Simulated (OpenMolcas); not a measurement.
Au3+: effect of the basis set

| Quantity | Value |
| --- | --- |
| Program | OpenMolcas |
| Method | CASSCF |
| Active space | 8 electrons in 5 orbitals (5d) |
| State averaging | 2S+1 = 3 even, 10 roots; 2S+1 = 1 even, 15 roots |
| Spin-orbit coupling | state interaction with AMFI integrals over the reference wave functions, term energies averaged over their components |

A. ANO-R1 [7s5p4d2f], X2C, finite nucleus; cost of the order of 5 core-seconds
B. ANO-RCC-VDZP [7s6p4d2f], DKH2, point nucleus; cost about 6 core-seconds
C. ANO-R2 [8s6p5d3f1g], X2C, finite nucleus; cost about 11 core-seconds
D. ANO-RCC-VTZP [8s7p5d3f1g], DKH2, point nucleus; cost of the order of 4 core-seconds
E. ANO-RCC-VQZP [9s8p6d4f2g1h], DKH2, point nucleus; cost of the order of 13 core-seconds
F. ANO-R3 [9s7p6d4f2g2h], X2C, finite nucleus; cost roughly 7 core-seconds

Energies in eV above 5d⁸ ³F₄, the measured ground level; measured values from Zainab et al., Astrophys. J. Suppl. Ser. 267, 12 (2023).

| Level | A | B | C | D | E | F | Measured |
| --- | --- | --- | --- | --- | --- | --- | --- |
| 5d⁸ ³F₄ | 0.0000 | 0.0000 | 0.0000 | 0.0000 | 0.0000 | 0.0000 | 0.0000 |
| 5d⁸ ³F₃ | 1.6043 | 1.6234 | 1.5070 | 1.5333 | 1.5179 | 1.5386 | 1.5242 |
| 5d⁸ ³P₂ [53 %] | 2.6361 | 2.6658 | 2.5554 | 2.5793 | 2.5652 | 2.5874 |  |
| 5d⁸ ³P₀ | 2.8983 | 2.9296 | 2.9214 | 2.9214 | 2.9205 | 2.9289 | 2.2547 |
| 5d⁸ ³P₁ | 3.3114 | 3.3476 | 3.2581 | 3.2766 | 3.2656 | 3.2863 | 2.6644 |
| 5d⁸ ¹G₄ | 3.6825 | 3.7244 | 3.6588 | 3.6702 | 3.6628 | 3.6819 | 3.1867 |
| 5d⁸ ¹S₀ | 7.7611 | 7.8503 | 7.7689 | 7.7786 | 7.7706 | 7.8034 | 6.8536 |

Deviations, from unrounded energies. A percentage is the sum of absolute deviations over the sum of measured energies, with the sign that they share, or ± where signs differ.

```csv
Against measurement,Levels,A,B,C,D,E,F
mean absolute deviation (cm-1),5,4500,4800,4300,4300,4300,4400
fine structure of the ground term (%),1,+5.3,+6.5,-1.1,+0.6,-0.4,+0.9
other terms of the ground configuration (%),4,+18.0,+19.3,+17.7,+18.0,+17.8,+18.3
```

A, C, D, E, F lie about equally close to measurement and B furthest from it. The largest miss of C in the table is 5d⁸ ¹S₀, by +7400 cm-1. The ranking rests on the paired levels alone, and a cruder setting can come out closer through cancelling errors.

Among A to F the level of the table that moves most is 5d⁸ ³F₃, by 940 cm-1 (lowest in C, highest in B).

Without dynamic correlation excited terms often stand tens of per cent too high (terms of higher spin than the ground term too low), and those without a measured partner can miss by more than the paired ones. The basis is small and was not contracted for so high a charge (holds for A; B). Measured partners are found by configuration, term and J. A level has none where our copy of the source lacks it or the pairing is in doubt (some pairs that miss far off the trend of their configuration count as doubtful), and it then counts in no deviation. Only configurations of the active space appear. Levels that lie high or do not pair safely by name in every column are left out.

A share in square brackets marks a mixed level and gives the weight of the term that names it, the lowest over the columns.
